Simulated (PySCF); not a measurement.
CH5FNPSi.
Structure used (PBE0-D3(BJ)/def2-SVP), in Å, numbered top down from 1:
```xyz
10
CH5FNPSi angstrom
C      2.105    0.326   -0.083
N      1.127   -0.029   -0.798
Si    -0.385   -0.628   -0.171
F     -0.649   -2.086   -0.833
P     -1.976    0.780   -0.899
H      3.030    0.717   -0.547
H      2.123    0.282    1.029
H     -0.344   -0.841    1.310
H     -1.510    1.810   -0.022
H     -2.934    0.298    0.047
```

Computed with MP2 and CCSD/aug-cc-pVDZ in PySCF, restricted Hartree–Fock reference, 13 core orbitals frozen, non-relativistic, gas phase, PBE0-D3(BJ)/def2-SVP geometry.

E(HF) = -824.42338 Eh.

Problem. How large is the problem?

Solution. 168 basis functions and 56 electrons; 13 orbitals frozen, which leaves o = 15 correlated occupied and v = 140 virtual orbitals. That is o·v = 2100 singles and o·v(o·v + 1)/2 = 2206050 distinct closed-shell doubles amplitudes before symmetry; the costliest CCSD step grows as o²v⁴ = 8.6 × 10^10.

Problem. What are the MP2 and CCSD correlation energies?

Solution. MP2 -0.7391 Eh and CCSD -0.7887 Eh, which gives totals of -825.16243 and -825.21207 Eh. That is 0.715 eV for each correlated electron at CCSD (2071 kJ/mol in all, 0.096 % of the total energy); MP2 gives 93.7 % of the CCSD value.

Problem. What is the T1 diagnostic?

Solution. 0.0147, below the customary warning level of 0.02. It is the norm of the spatial-orbital singles amplitudes over the root of the number of correlated electrons, so the norm is 0.081.

Problem. How does correlation change the dipole moment?

Solution. HF gives 3.51 D and CCSD (unrelaxed density) 2.98 D, a change of -0.53 D.

No triples correction and no basis-set extrapolation were made.

One conformer stands for the species.
